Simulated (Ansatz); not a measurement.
Ansatz (a quantum-chemistry and plane-wave program) job for GeHFBr2, SMILES [F][GeH]([Br])[Br], B3LYP-D3(BJ)/def2-SVP. 

Ansatz 0.2 input:
```yaml
crystal:
  periodic: [false, false, false]
  atoms:
    - {symbol: Ge, position_ang: [0.35915432, 0.62432233, -0.00000000]}
    - {symbol: F, position_ang: [-0.72934510, 1.99565307, 0.00000000]}
    - {symbol: Br, position_ang: [-0.09505870, -0.56017922, -1.89260510]}
    - {symbol: Br, position_ang: [-0.09505870, -0.56017922, 1.89260511]}
    - {symbol: H, position_ang: [1.72527688, 1.27335293, -0.00000000]}
basis:
  gaussian:
    orbitals: def2-SVP
hamiltonian:
  xc: b3lyp
  dispersion: d3bj
relax: {f_tol: 0.002, max_steps: 200}
```

Log of the run:

```
WARN ansatz: RAYON_NUM_THREADS=1 ignored (pool sized by the plan → 1); use --threads N
Functional definition: B3LYP
integrals: 0.07 GiB planned
1184 factors; integrals over basis functions are off by at most 2.7e-4 eV
mean field: 0.82 GiB planned
mean field evaluation 1: about -199321.3579 eV, gradient 3.8e1 eV
mean field evaluation 2: about -199314.4315 eV, gradient 7.7e1 eV
mean field evaluation 4: about -199323.6120 eV, gradient 3.2e0 eV
mean field evaluation 8: about -199323.6344 eV, gradient 1.5e-1 eV
mean field evaluation 16: about -199323.6345 eV, gradient 2.9e-5 eV
mean field -199323.63449896 eV, -7325.0084614247 hartree, gradient 2.9e-5 eV, S^2 0.000000; 0 other end points of the search recorded, 0 dependent functions left out
the calculation of the forces begins
reference -199323.63473978 eV, -7325.0084702746 hartree; 56, 56 occupied and 59, 59 virtual orbitals, 1184 factors
relax step   1: F+E_penalty+E_count = -199323.90895604 eV  Δ(F+E_penalty+E_count) = +0.000e0 eV  max|allowed force component| = 7.594e-1 eV/Å  Δτ_max = 0.0000 Å  (27 SCF iters, accepted)
these checks for a lower state are left out or cut short: starts, cluster_reference, orbital_swaps, neighbouring_geometries, increment
integrals: 0.07 GiB planned
1184 factors; integrals over basis functions are off by at most 2.8e-4 eV
mean field: 0.82 GiB planned
mean field -199323.66190910 eV, -7325.0094687290 hartree, gradient 6.5e-5 eV, S^2 0.000000; 0 other end points of the search recorded, 0 dependent functions left out
the calculation of the forces begins
reference -199323.66215058 eV, -7325.0094776032 hartree; 56, 56 occupied and 59, 59 virtual orbitals, 1184 factors
relax step   2: F+E_penalty+E_count = -199323.93629178 eV  Δ(F+E_penalty+E_count) = -2.734e-2 eV  max|allowed force component| = 2.034e-1 eV/Å  Δτ_max = 0.0556 Å  (27 SCF iters, accepted)
these checks for a lower state are left out or cut short: starts, cluster_reference, orbital_swaps, neighbouring_geometries, increment
integrals: 0.07 GiB planned
1184 factors; integrals over basis functions are off by at most 2.8e-4 eV
mean field: 0.82 GiB planned
mean field -199323.66388243 eV, -7325.0095412473 hartree, gradient 6.5e-5 eV, S^2 0.000000; 0 other end points of the search recorded, 0 dependent functions left out
the calculation of the forces begins
reference -199323.66412404 eV, -7325.0095501265 hartree; 56, 56 occupied and 59, 59 virtual orbitals, 1184 factors
relax step   3: F+E_penalty+E_count = -199323.93780292 eV  Δ(F+E_penalty+E_count) = -1.511e-3 eV  max|allowed force component| = 7.372e-2 eV/Å  Δτ_max = 0.0090 Å  (28 SCF iters, accepted)
these checks for a lower state are left out or cut short: starts, cluster_reference, orbital_swaps, neighbouring_geometries, increment
integrals: 0.07 GiB planned
1184 factors; integrals over basis functions are off by at most 2.8e-4 eV
mean field: 0.82 GiB planned
mean field evaluation 32: about -199323.6639 eV, gradient 3.4e-4 eV
mean field -199323.66386276 eV, -7325.0095405245 hartree, gradient 1.4e-5 eV, S^2 0.000000; 0 other end points of the search recorded, 0 dependent functions left out
the calculation of the forces begins
reference -199323.66410441 eV, -7325.0095494050 hartree; 56, 56 occupied and 59, 59 virtual orbitals, 1184 factors
relax step   4: F+E_penalty+E_count = -199323.93798233 eV  Δ(F+E_penalty+E_count) = -1.794e-4 eV  max|allowed force component| = 6.213e-3 eV/Å  Δτ_max = 0.0050 Å  (24 SCF iters, accepted)
these checks for a lower state are left out or cut short: starts, cluster_reference, orbital_swaps, neighbouring_geometries, increment
integrals: 0.07 GiB planned
1184 factors; integrals over basis functions are off by at most 2.8e-4 eV
mean field: 0.82 GiB planned
mean field -199323.66386773 eV, -7325.0095407070 hartree, gradient 1.9e-5 eV, S^2 0.000000; 0 other end points of the search recorded, 0 dependent functions left out
the calculation of the forces begins
reference -199323.66410937 eV, -7325.0095495872 hartree; 56, 56 occupied and 59, 59 virtual orbitals, 1184 factors
relax step   5: F+E_penalty+E_count = -199323.93798653 eV  Δ(F+E_penalty+E_count) = -4.200e-6 eV  max|allowed force component| = 1.045e-3 eV/Å  Δτ_max = 0.0009 Å  (20 SCF iters, accepted)
integrals: 0.07 GiB planned
1184 factors; integrals over basis functions are off by at most 2.8e-4 eV
mean field: 0.82 GiB planned
mean field -199323.66386773 eV, -7325.0095407070 hartree, gradient 1.9e-5 eV, S^2 0.000000; 1 other end points of the search recorded, 0 dependent functions left out
the calculation of the forces begins
reference -199323.66410937 eV, -7325.0095495872 hartree; 56, 56 occupied and 59, 59 virtual orbitals, 1184 factors
Total energy: -199323.93822817 eV, -7325.0196232672 hartree
Atom 0 at     0.341820     0.669303     0.000000 Å, force     0.000862     0.000896     0.000000 eV/Å
Atom 1 at    -0.769228     2.003189    -0.000000 Å, force     0.000352     0.000008    -0.000000 eV/Å
Atom 2 at    -0.085686    -0.567942    -1.888127 Å, force    -0.000084    -0.000373     0.000065 eV/Å
Atom 3 at    -0.085686    -0.567942     1.888127 Å, force    -0.000084    -0.000373    -0.000065 eV/Å
Atom 4 at     1.763749     1.236361     0.000000 Å, force    -0.001045    -0.000158    -0.000000 eV/Å
Dipole moment:     0.350186    -0.060644    -0.000000 e Å
```

The run converged.
